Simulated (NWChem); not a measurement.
**Correlation energy of iminoborane (H2BN)**

SMILES: N=B
```xyz
4

B      0.0000     0.0000    -0.7011
N      0.0000     0.0000     0.5488
H      0.0000     0.0000    -1.8910
H      0.0000     0.0000     1.5544
```
Charge 0, spin multiplicity 1.

Everything below was run with NWChem. The geometry was optimised at PBE/def2-SVP, a minimum by its harmonic frequencies.

Basis set: def2-SVP. Each correlation energy counts from its own Hartree-Fock reference.

The correlated methods keep 2 core orbitals frozen. Coupled-cluster values serve here as a point of comparison, not as the truth.

Problem. For the correlation energy, MP2 gives -251.6 mHa and SCS-MP2 gives -249.7 mHa. What do CR-CCSD[T], CR-CCSD(T), CCSD give?

Solution. CR-CCSD[T]: -275.6 mHa; CR-CCSD(T): -274.8 mHa; CCSD: -266.7 mHa.
